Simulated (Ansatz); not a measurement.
All values below come from r2SCAN-D4/def2-SVP run with Ansatz (an electronic-structure program). No frequencies were computed at this level.

Ansatz 0.2 input:
```yaml
crystal:
  periodic: [false, false, false]
  atoms:
    - { symbol: Y, position_ang: [-0.360564, 0.439526, -0.303242] }
    - { symbol: F, position_ang: [-0.686846, -1.442392, -0.107072] }
    - { symbol: F, position_ang: [1.545405, 0.493641, -0.079157] }
    - { symbol: N, position_ang: [-0.891047, 1.026617, 1.610288] }
    - { symbol: H, position_ang: [-0.035187, 1.30205, 2.110894] }
    - { symbol: H, position_ang: [-1.265789, 0.203636, 2.101601] }
basis:
  gaussian: { orbitals: def2-svp }
hamiltonian:
  xc: r2scan
  dispersion: d4
relax:
  max_steps: 150
```

Output:

```
Functional definition: r2SCAN
873 factors; their error is unknown
mean field evaluation 1: about -7983.0863 eV, gradient 8.3e1 eV
mean field evaluation 2: about -7884.4126 eV, gradient 2.1e2 eV
mean field evaluation 4: about -7995.8627 eV, gradient 9.1e0 eV
mean field evaluation 8: about -7996.0508 eV, gradient 2.1e-1 eV
mean field evaluation 16: about -7996.0135 eV, gradient 1.1e-4 eV
mean field -7996.01352822 eV, -293.8480772695 hartree, gradient 3.6e-5 eV, S^2 0.000000; 0 other end points of the search recorded, 0 dependent functions left out
reference -7996.01355278 eV, -293.8480781722 hartree; 19, 19 occupied and 64, 64 virtual orbitals, 873 factors
relax step   1: F+E_penalty+E_count = -7996.03384080 eV  Δ(F+E_penalty+E_count) = +0.000e0 eV  max|allowed force component| = 1.893e0 eV/Å  Δτ_max = 0.0000 Å  (27 SCF iters, accepted)
these checks for a lower state are left out or cut short: starts, cluster_reference, orbital_swaps, neighbouring_geometries, increment
873 factors; their error is unknown
mean field -7996.38349364 eV, -293.8616732480 hartree, gradient 6.4e-6 eV, S^2 0.000000; 0 other end points of the search recorded, 0 dependent functions left out
reference -7996.38351858 eV, -293.8616741644 hartree; 19, 19 occupied and 64, 64 virtual orbitals, 873 factors
relax step   2: F+E_penalty+E_count = -7996.40499890 eV  Δ(F+E_penalty+E_count) = -3.712e-1 eV  max|allowed force component| = 7.155e-1 eV/Å  Δτ_max = 0.1968 Å  (34 SCF iters, accepted)
these checks for a lower state are left out or cut short: starts, cluster_reference, orbital_swaps, neighbouring_geometries, increment
873 factors; their error is unknown
mean field evaluation 32: about -7996.5634 eV, gradient 7.7e-4 eV
mean field -7996.56341525 eV, -293.8682852450 hartree, gradient 1.8e-5 eV, S^2 0.000000; 0 other end points of the search recorded, 0 dependent functions left out
reference -7996.56344022 eV, -293.8682861627 hartree; 19, 19 occupied and 64, 64 virtual orbitals, 873 factors
relax step   3: F+E_penalty+E_count = -7996.58483273 eV  Δ(F+E_penalty+E_count) = -1.798e-1 eV  max|allowed force component| = 9.619e-1 eV/Å  Δτ_max = 0.1990 Å  (32 SCF iters, accepted)
these checks for a lower state are left out or cut short: starts, cluster_reference, orbital_swaps, neighbouring_geometries, increment
873 factors; their error is unknown
mean field -7996.57067422 eV, -293.8685520071 hartree, gradient 1.9e-5 eV, S^2 0.000000; 0 other end points of the search recorded, 0 dependent functions left out
reference -7996.57069868 eV, -293.8685529061 hartree; 19, 19 occupied and 64, 64 virtual orbitals, 873 factors
relax step   4: F+E_penalty+E_count = -7996.59228446 eV  Δ(F+E_penalty+E_count) = -7.452e-3 eV  max|allowed force component| = 2.510e0 eV/Å  Δτ_max = 0.1940 Å  (32 SCF iters, accepted)
these checks for a lower state are left out or cut short: starts, cluster_reference, orbital_swaps, neighbouring_geometries, increment
873 factors; their error is unknown
mean field -7996.72161311 eV, -293.8740989093 hartree, gradient 1.4e-5 eV, S^2 0.000000; 0 other end points of the search recorded, 0 dependent functions left out
reference -7996.72163742 eV, -293.8740998026 hartree; 19, 19 occupied and 64, 64 virtual orbitals, 873 factors
relax step   5: F+E_penalty+E_count = -7996.74294303 eV  Δ(F+E_penalty+E_count) = -1.507e-1 eV  max|allowed force component| = 2.420e-1 eV/Å  Δτ_max = 0.2000 Å  (33 SCF iters, accepted)
these checks for a lower state are left out or cut short: starts, cluster_reference, orbital_swaps, neighbouring_geometries, increment
873 factors; their error is unknown
mean field -7996.72870180 eV, -293.8743594137 hartree, gradient 1.2e-5 eV, S^2 0.000000; 0 other end points of the search recorded, 0 dependent functions left out
reference -7996.72872602 eV, -293.8743603038 hartree; 19, 19 occupied and 64, 64 virtual orbitals, 873 factors
relax step   6: F+E_penalty+E_count = -7996.74995302 eV  Δ(F+E_penalty+E_count) = -7.010e-3 eV  max|allowed force component| = 5.263e-2 eV/Å  Δτ_max = 0.1204 Å  (33 SCF iters, accepted)
these checks for a lower state are left out or cut short: starts, cluster_reference, orbital_swaps, neighbouring_geometries, increment
873 factors; their error is unknown
mean field evaluation 64: about -7996.7287 eV, gradient 1.2e-5 eV
mean field -7996.72873839 eV, -293.8743607584 hartree, gradient 1.2e-5 eV, S^2 0.000000; 0 other end points of the search recorded, 0 dependent functions left out
reference -7996.72876260 eV, -293.8743616483 hartree; 19, 19 occupied and 64, 64 virtual orbitals, 873 factors
relax step   7: F+E_penalty+E_count = -7996.74998917 eV  Δ(F+E_penalty+E_count) = -3.615e-5 eV  max|allowed force component| = 4.949e-2 eV/Å  Δτ_max = 0.0100 Å  (28 SCF iters, accepted)
these checks for a lower state are left out or cut short: starts, cluster_reference, orbital_swaps, neighbouring_geometries, increment
873 factors; their error is unknown
mean field -7996.72857494 eV, -293.8743547518 hartree, gradient 2.0e-5 eV, S^2 0.000000; 0 other end points of the search recorded, 0 dependent functions left out
reference -7996.72859919 eV, -293.8743556428 hartree; 19, 19 occupied and 64, 64 virtual orbitals, 873 factors
relax step   8: F+E_penalty+E_count = -7996.74982991 eV  Δ(F+E_penalty+E_count) = +1.593e-4 eV  max|allowed force component| = 8.337e-2 eV/Å  Δτ_max = 0.0514 Å  (26 SCF iters, rejected (line search))
these checks for a lower state are left out or cut short: starts, cluster_reference, orbital_swaps, neighbouring_geometries, increment
873 factors; their error is unknown
mean field -7996.72940756 eV, -293.8743853499 hartree, gradient 2.7e-5 eV, S^2 0.000000; 0 other end points of the search recorded, 0 dependent functions left out
reference -7996.72943179 eV, -293.8743862405 hartree; 19, 19 occupied and 64, 64 virtual orbitals, 873 factors
relax step   9: F+E_penalty+E_count = -7996.75066764 eV  Δ(F+E_penalty+E_count) = -6.785e-4 eV  max|allowed force component| = 6.275e-3 eV/Å  Δτ_max = 0.0229 Å  (26 SCF iters, accepted)
873 factors; their error is unknown
mean field evaluation 96: about -7996.7294 eV, gradient 7.1e-4 eV
mean field -7996.72940756 eV, -293.8743853499 hartree, gradient 2.7e-5 eV, S^2 0.000000; 1 other end points of the search recorded, 0 dependent functions left out
reference -7996.72943179 eV, -293.8743862405 hartree; 19, 19 occupied and 64, 64 virtual orbitals, 873 factors
Total energy: -7996.75069188 eV, -293.8751675343 hartree
Atom 0 at     0.073267    -0.061959     0.082935 Å, force     0.000773    -0.001575     0.001388 eV/Å
Atom 1 at    -0.907957    -1.643029    -0.673214 Å, force    -0.000953     0.001441    -0.000223 eV/Å
Atom 2 at     1.780988     0.696133    -0.654345 Å, force    -0.000718     0.000899     0.001312 eV/Å
Atom 3 at    -0.726271     0.839108     1.848918 Å, force    -0.000628    -0.001765    -0.000353 eV/Å
Atom 4 at    -0.343849     1.629104     2.373004 Å, force    -0.004748    -0.002932    -0.002203 eV/Å
Atom 5 at    -1.570206     0.563721     2.356014 Å, force     0.006275     0.003932     0.000079 eV/Å
Dipole moment:    -0.182986     0.207186     0.341291 e Å
```

Cost: around 40 core-seconds (rough).
